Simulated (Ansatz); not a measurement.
The first iterations of a band of C3H6SiTe (11 atoms, charge 0, multiplicity 1).

Method: RKS PBE/def2-SVP in Ansatz 0.2.0.

```yaml
movable_images: 5
climbing_image: yes
spring: 5.0 eV/Å²
optimiser: quadratic models (default)
start_path: through a guess of the saddle point
force_threshold: 0.05 eV/Å
iteration_limit: 60
end_points: relaxed
```

Initial state:

```xyz
11
Properties=species:S:1:pos:R:3
C -1.620 0.805 1.971
C -0.765 0.007 1.589
Si 0.507 -1.161 0.961
Te 0.257 -1.528 -1.515
C 0.446 0.602 -1.984
H -2.373 1.503 2.314
H 1.860 -0.598 1.302
H 0.338 -2.506 1.609
H 0.261 0.700 -3.069
H -0.313 1.167 -1.415
H 1.466 0.950 -1.742
```

Final state:

```xyz
11
Properties=species:S:1:pos:R:3
C -1.333 1.341 2.042
C -0.718 0.280 1.653
Si 0.408 -1.081 1.035
Te 0.057 -1.463 -1.419
C 0.397 0.642 -1.923
H -1.958 0.269 1.560
H 1.786 -0.597 1.388
H 0.100 -2.370 1.739
H 0.098 0.760 -2.981
H -0.237 1.276 -1.276
H 1.466 0.887 -1.798
```

| iteration | highest image above the first end (eV) | largest band force component (eV/Å) |
| --- | --- | --- |
| 1 | 6.488 | 32.851 |
| 2 | 2.202 | 3.032 |
| 3 | 2.153 | 1.097 |
| 4 | 2.061 | 1.997 |
| 5 | 2.066 | 1.674 |
| 6 | 2.073 | 1.055 |
| 7 | 2.095 | 0.861 |
| 8 | 2.090 | 0.493 |
| 9 | 2.024 | 1.434 |

Does the band converge within its limit, and where does its top end?

It converged. It ended after 27 iterations with the highest image 2.000 eV above the first end. A vibrational analysis at the climbing image gives one clearly imaginary mode, 132i cm⁻¹: a first-order saddle point.

The run took 5.9 min on 2 threads of Arm Neoverse V1, on a shared host, peak memory 0.16 GiB.
